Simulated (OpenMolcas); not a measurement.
An atom or ion with 21 electrons was computed by MS-CASPT2, IPEA 0.25 Eh, imaginary shift 0.1 Eh with spin-orbit coupling (OpenMolcas, ANO-RCC-VTZP, DKH2). The lowest levels that the run gave, each within 12 % of the measured value where one is at hand:

```
  J  Parity  E (cm-1)      g
3/2    even       0.0  0.399
5/2    even       154  1.029
7/2    even       366  1.239
9/2    even       632  1.334
7/2    even     11840  0.889
9/2    even     12070  1.111
1/2    even     12080  2.662
3/2    even     12140  1.731
5/2    even     12320  1.601
1/2    even     15530  0.674
3/2    even     15570  1.247
3/2    even     16510  0.890
```

**Question.** Which ion is it, and what are the configurations and terms?

**Answer.** V²⁺ (Z = 23, charge +2; active space 3 electrons in 5 orbitals (3d)). J, parity and g give the terms where levels are pure, and mixed ones are named by the computed weights; the size of the splittings, set against known spectra of the 21-electron sequence, gives the charge. In order, with the measured energies in cm-1 (Sugar and Corliss, J. Phys. Chem. Ref. Data 7, 1191 (1978)): 3d3 4F 3/2, 3d3 4F 5/2 (146), 3d3 4F 7/2 (342), 3d3 4F 9/2 (584), 3d3 2G 7/2 (11966), 3d3 2G 9/2 (12187), 3d3 4P 1/2 (11514), 3d3 4P 3/2 (11592), 3d3 4P 5/2 (11770), 3d3 2P 1/2 (15580), 3d3 2P 3/2 (15550), 3d3 2D 3/2(1) (16330).

CASPT2 does not keep the components of a term degenerate, so their means are used; among the terms shown or strongly mixed into the levels shown the widest spread is 990 cm-1 (3d3 4F). The CASPT2 spread within a term exceeds the gap to the next term for 3d3 2G and 3d3 4P, so the order of their levels is uncertain. Computed and measured levels are paired by configuration, term and J; levels that our copy of the source lacks, or whose pairing is in doubt (as where it misses far off the trend of its configuration), stay unpaired and out of the deviations. Levels of configurations outside the active space are missing.

A number in round brackets counts repeated terms of one configuration in the order of the reference energies.
